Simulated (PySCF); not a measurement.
## Krypton: a sound run and one with changed settings

Sound run: Kr+ [Ar] 3d10 4s2 4p5, Kr(2+) [Ar] 3d10 4s2 4p4. Calculation: PySCF 2.14, in cc-pVDZ-PP with ECP10MDF (4s3p2d, 23 functions); scalar relativity through the core potential. The sound run starts from symmetry-adapted Hartree-Fock orbitals and uses a fine grid where one is needed.

Changed run: basis STO-3G, all-electron and non-relativistic. This setting is unsound on purpose.

```csv
species,method,sound run (hartree),changed run (hartree),converged
Kr+,UHF,-461.69600,-2722.30230,yes
Kr+,LDA,-462.39513,-2719.70168,yes
Kr+,TPSS,-462.94821,-2723.52174,yes
Kr(2+),UHF,-460.84097,-2721.45462,yes
Kr(2+),LDA,-461.49220,-2718.80507,yes
Kr(2+),TPSS,-462.05431,-2722.63055,yes
```

Ionisation energy of Kr+:

| method | sound run (eV) | changed run (eV) |
| --- | --- | --- |
| UHF | 23.267 | 23.067 |
| LDA | 24.570 | 24.398 |
| TPSS | 24.324 | 24.251 |

A minimal basis cannot let orbitals breathe on ionisation and holds almost no correlation. The Hamiltonian changed with the basis, so the totals do not compare.

For comparison, NIST gives 24.360 eV between the lowest levels.
